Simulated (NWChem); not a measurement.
System: CH3ClO2Si; SMILES O=C[Si@@H](O)Cl

Parts of the log:

```
             Northwest Computational Chemistry Package (NWChem) 7.3.0
             --------------------------------------------------------

                             Geometry "geometry" -> ""
                             -------------------------

 Output coordinates in angstroms (scale by  1.889725989 to convert to a.u.)

  No.       Tag          Charge          X              Y              Z
 ---- ---------------- ---------- -------------- -------------- --------------
    1 O                    8.0000    -0.68925100     2.44488200    -0.24296400
    2 C                    6.0000    -0.13949800     1.60178500     0.43917000
    3 Si                  14.0000     0.42130500    -0.06076900    -0.33989300
    4 O                    8.0000     1.91745200    -0.36555400     0.28988200
    5 Cl                  17.0000    -0.95207900    -1.52355300     0.21708200
    6 H                    1.0000     0.03476300     1.78354900     1.52646000
    7 H                    1.0000     0.39615800     0.00941400    -1.81677400
    8 H                    1.0000     2.39298500    -1.16096100     0.00979600

 Effective nuclear repulsion energy (a.u.)     273.8210650956

                              NWChem Property Module
                              ----------------------

  itol2e modified to match energy
  convergence criterion.

                                 NWChem DFT Module
                                 -----------------

 Summary of "ao basis" -> "ao basis" (spherical)
 ------------------------------------------------------------------------------
       Tag                 Description            Shells   Functions and Types
 ---------------- ------------------------------  ------  ---------------------
 O                          pcsseg-1                 7       17   3s3p1d
 C                          pcsseg-1                 7       17   3s3p1d
 Si                         pcsseg-1                10       24   4s5p1d
 Cl                         pcsseg-1                10       24   4s5p1d
 H                          pcsseg-1                 3        5   2s1p

  itol2e modified to match energy
  convergence criterion.

[...]

          -----------------------------------------
          Chemical Shielding Tensors (GIAO, in ppm)
          -----------------------------------------

                                NWChem CPHF Module
                                ------------------

  scftype          =     RHF
  nclosed          =       28
  nopen            =        0
  variables        =     2408
  # of vectors     =        3
  tolerance        = 0.10D-03
  level shift      = 0.00D+00
  max iterations   =       50
  max subspace     =       30

 SCF residual:    8.1960278287224124E-005

Iterative solution of linear equations
  No. of variables     2408
  No. of equations        3
  Maximum subspace       30
        Iterations       50
       Convergence  1.0D-04

   iter   nsub   residual    time
   ----  ------  --------  ---------
     1      3    8.71D-01      70.8
     2      6    1.65D-01      82.0
     3      9    7.46D-03      92.7
     4     12    7.78D-04     103.5
     5     15    5.06D-05     114.4

      Atom:    1  O
        Diamagnetic
    398.6096     -6.7733      6.1627
     -6.7733    404.2632    -11.8501
      6.1627    -11.8501    396.9934

        Paramagnetic
   -407.0682    689.9030   -483.5201
    689.9030  -1307.6144    349.7421
   -483.5201    349.7421  -1326.7093

        Total Shielding Tensor
     -8.4587    683.1297   -477.3575
    683.1297   -903.3511    337.8920
   -477.3575    337.8920   -929.7159

           isotropic =    -613.8419
          anisotropy =   -1575.7138

          Principal Components and Axis System
                 1           2           3
            -1664.3178   -594.6900    417.4821

      1        -0.4470     -0.0997      0.8890
      2         0.6663      0.6260      0.4052
      3        -0.5969      0.7734     -0.2134

      Atom:    2  C
        Diamagnetic
    246.5859     -9.8180      4.7081
     -9.8180    264.1485     -2.4882
      4.7081     -2.4882    254.1425

        Paramagnetic
   -202.7306     80.6470    -56.5421
     80.6470   -330.0101     -3.3751
    -56.5421     -3.3751   -394.9321

        Total Shielding Tensor
     43.8554     70.8291    -51.8340
     70.8291    -65.8616     -5.8632
    -51.8340     -5.8632   -140.7896

           isotropic =     -54.2653
          anisotropy =    -153.4396

          Principal Components and Axis System
                 1           2           3
             -156.5583    -95.3917     89.1542

      1         0.3047     -0.3490      0.8862
      2        -0.1775      0.8933      0.4129
      3         0.9357      0.2831     -0.2103

      Atom:    3  Si
        Diamagnetic
    881.9399      1.4142     -0.3200
      1.4142    882.3781     -0.3951
     -0.3200     -0.3951    873.4967

        Paramagnetic
   -494.8999    -28.7993     34.8914
    -28.7993   -508.7606    -51.1966
     34.8914    -51.1966   -478.5546

        Total Shielding Tensor
    387.0399    -27.3852     34.5714
    -27.3852    373.6175    -51.5917
     34.5714    -51.5917    394.9421

           isotropic =     385.1998
          anisotropy =     116.2130

          Principal Components and Axis System
                 1           2           3
              462.6752    361.3362    331.5881

      1         0.5037      0.8637     -0.0162
      2        -0.5438      0.3316      0.7710
      3         0.6713     -0.3795      0.6367

      Atom:    4  O
        Diamagnetic
    404.4812    -11.8598      6.9938
    -11.8598    388.9295      2.4748
      6.9938      2.4748    378.0769

[...]
```

Level: PBE0/pcSseg-1, GIAO. All runs use the structure optimised with B3LYP/6-31G* (spherical d). NWChem prints the field gradient with the sign opposite to the second derivative of the potential. The printed shielding anisotropy is the first printed principal value minus the mean of the other two.

Task: Reconstruct the input file.

Result: This is not unique; one that fits is the input that was run:
```
start job
memory heap 200 mb stack 900 mb global 1100 mb
geometry units angstroms noautosym nocenter noautoz
  O     -0.689251     2.444882    -0.242964
  C     -0.139498     1.601785     0.439170
  Si     0.421305    -0.060769    -0.339893
  O      1.917452    -0.365554     0.289882
  Cl    -0.952079    -1.523553     0.217082
  H      0.034763     1.783549     1.526460
  H      0.396158     0.009414    -1.816774
  H      2.392985    -1.160961     0.009796
end
basis spherical
  * library pcsseg-1
end
dft
  xc pbe0
  iterations 150
end
property
  shielding
  efieldgrad
end
task dft property
```
